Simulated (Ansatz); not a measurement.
Basis sets compared for NbCl₄. Charge 0, multiplicity 2. Geometry r2SCAN-D4/def2-SVP. Ansatz on 4 threads of Arm Neoverse V1 on a shared host; times are rough, and most runs start from earlier orbitals.

| atom | x (Å) | y (Å) | z (Å) |
| --- | --- | --- | --- |
| Nb1 | 0.000 | 0.000 | 0.000 |
| Cl2 | -0.299 | 0.641 | -2.173 |
| Cl3 | -1.897 | -1.171 | 0.502 |
| Cl4 | 0.154 | 1.555 | 1.668 |
| Cl5 | 2.043 | -1.025 | 0.004 |

In the def2 sets Nb takes a core potential; there is no spin–orbit coupling.

Binding counts from free atoms (Nb sextet, Cl doublet) in the same basis, without a counterpoise term.

```tsv
level	functions	energy (Eh)	HOMO (eV)	LUMO (eV)	binding per atom (eV)	wall time
PBE-D4/def2-SVP	103	-1896.7207	-4.74	-4.44	3.86	2.3 s
PBE-D4/def2-TZVP	188	-1897.3716	-4.87	-4.58	3.80	4.8 s
PBE0-D4/def2-SVP	103	-1896.8298	-6.53	-3.86	3.66	4 s
PBE0-D4/def2-TZVP	188	-1897.4749	-6.55	-3.92	3.62	15 s
```

Problem. Estimate the rows for PBE-D4/def2-TZVPD, PBE0-D4/def2-TZVPD.

Solution. 
```csv
level,functions,energy (Eh),HOMO (eV),LUMO (eV),binding per atom (eV),wall time
PBE-D4/def2-TZVPD,224,-1897.3736,-4.91,-4.62,3.79,6.5 s
PBE0-D4/def2-TZVPD,224,-1897.4766,-6.56,-3.94,3.62,27 s
```
